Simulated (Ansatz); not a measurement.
Species: sum formula NbO2F, net charge 1, doublet state. The spin state was set by rule; other spins were not relaxed. 
Structure (B3LYP-D3(BJ)/def2-TZVP (Ansatz, a program for electronic structure) minimum search):
```
Nb
O 1 1.7402
O 1 1.7553 2 94.59
F 1 1.8307 2 109.03 3 -112.09
```
Charge +1, spin multiplicity 2.

Basis-set convergence of Hartree-Fock and CCSD correlation energies (hartree) with Ansatz. Correlated levels leave the core frozen unless marked. Open shells are spin-unrestricted. Spin-orbit coupling is left out. Frozen are the shells of the preceding noble gas and the d and f shells that filled before the atom's block. In def2 rows, elements after Kr have scalar-relativistic effective core potentials.

The UHF reference is spin-contaminated (<S^2> 0.49 over the pure value in the largest basis). The T1 diagnostic of CCSD in the largest basis is 0.063, which is high, so the coupled-cluster rows are less sure than usual.

| basis | functions | E(HF) | E(corr, CCSD) |
|---|---|---|---|
| def2-SVP | 73 | -305.07122 | -0.68251 |
| def2-TZVPP | 149 | (withheld) | (withheld) |

Q: Fill in the missing entries.

A: 
- def2-TZVPP, E(HF): -305.41802
- def2-TZVPP, E(corr, CCSD): -0.84444
